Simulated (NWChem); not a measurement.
Molecule: CHBrF$_{2}$; SMILES FC(F)Br

All runs: NWChem. Pople sets run with spherical d functions. STO-3G and 3-21G are far too small for this property and stand as cheap habits. Structure relaxed at the PBE0/def2-SVP level. Field at 589 nm.

Question: Order these runs by computing time, cheapest first, and give rough ratios: B3LYP/STO-3G; B3LYP/def2-SVP; B3LYP/aug-cc-pVDZ.

Answer: B3LYP/STO-3G (1), B3LYP/def2-SVP (7), B3LYP/aug-cc-pVDZ (80). Ratios are rough, from one shared machine; the cheapest took very roughly 4 core-seconds. What differs between the cheapest and the dearest: isotropic polarisability (bohr³) 12.3 → 38.6; anisotropy (bohr³) 15.2 → 14.8.
